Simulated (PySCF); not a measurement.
## Selenium: highly charged ions in a basis for the neutral atom

Se⁶⁺ [Ar] 3d10, Se⁷⁺ [Ar] 3d9. Computed with PySCF 2.14 in x2c-SVPall, with scalar relativity by spin-free X2C-1e. No spin-orbit coupling, so a gap to NIST mixes the basis error with missing relativistic terms.

Changed run: basis of the neutral atom used for a highly charged ion. This setting is unsound on purpose.

```
species  method  sound run (hartree)  changed run (hartree)  converged
   Se⁶⁺     UHF              not run            -2418.51491        yes
   Se⁶⁺    TPSS              not run            -2419.94636        yes
   Se⁶⁺    PBE0              not run            -2419.72138        yes
   Se⁷⁺     UHF              not run            -2412.85988        yes
   Se⁷⁺    TPSS              not run            -2414.23844        yes
   Se⁷⁺    PBE0              not run            -2414.00131        yes
```

Ionisation energy of Se⁶⁺:

```tsv
method	changed run (eV)	NIST (eV)
UHF	153.88	155.33
TPSS	155.32	155.33
PBE0	155.65	155.33
```

The contracted functions were made for the neutral atom and can be too rigid for a highly charged ion.
